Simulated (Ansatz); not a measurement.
Consider the homolysis of the C–In bond: `N[CH2][InH][NH2]` → `[CH2]N`• + `[NH2][InH]`•.

Gas-phase electronic energies from Ansatz, PBE0-D4/def2-TZVP geometries. CBS: MP2 limit from def2 TZ/QZ plus the TZ coupled-cluster correction, frozen cores. Functionals use def2-TZVPP. Open shells (•) are unrestricted, without spin–orbit coupling. def2 core potentials past Kr. For In outer-core shells are correlated without core-valence functions, which leaves a few kJ/mol of doubt a bond. Each species was taken in one conformer, which may not be the lowest.

`N[CH2][InH][NH2]`:

Cartesian coordinates in Å:
```
N 0.563 0.802 -1.542
C 1.054 0.948 -0.178
In 0.032 -0.245 1.341
N -1.427 -1.327 0.450
H 0.634 -0.158 -1.854
H -0.415 1.054 -1.607
H 0.995 2.000 0.110
H 2.118 0.701 -0.155
H 0.126 -0.507 3.039
H -1.635 -1.309 -0.535
H -2.045 -1.960 0.931
```

`[CH2]N`•:

Z-matrix (Å, degrees):
```
C
N 1 1.386
H 1 1.082 2 116.9
H 1 1.082 2 116.8 3 -149.1
H 2 1.008 1 115.5 3 -39.3
H 2 1.008 1 115.5 3 -171.7
```

`[NH2][InH]`•:

Cartesian coordinates in Å:
```
N -0.004 0.117 -0.823
In -0.287 -0.873 0.934
H 0.450 1.020 -0.828
H 0.224 -0.386 -1.668
H -0.382 0.122 2.385
```

```tsv
level	ΔE (kJ/mol)
B2PLYP	202.8
CCSD(T)/def2-TZVPP	222.3
```

(1) What does CCSD(T)/CBS give? (Estimate.)

Largest T1 diagnostic among the species: 0.019.

## Answers

(1) Ansatz gave: +232.1 kJ/mol. The listed levels differ from it by -29.3, -9.8 kJ/mol.

The D4 term adds +12.6 kJ/mol with B3LYP and +7.0 kJ/mol with PBE0; it sums over pairs of atoms, weighted by their polarisabilities, and B3LYP, whose exchange is more repulsive, gets the larger term. In def2-TZVPP, CCSD(T) changes the Hartree–Fock value by +112.4 kJ/mol (the triples alone add +9.8 kJ/mol) and MP2 by +127.9 kJ/mol; breaking electron pairs costs correlation energy, which Hartree–Fock lacks.

B3LYP here is the variant with VWN-RPA as its local correlation; programs differ in this.
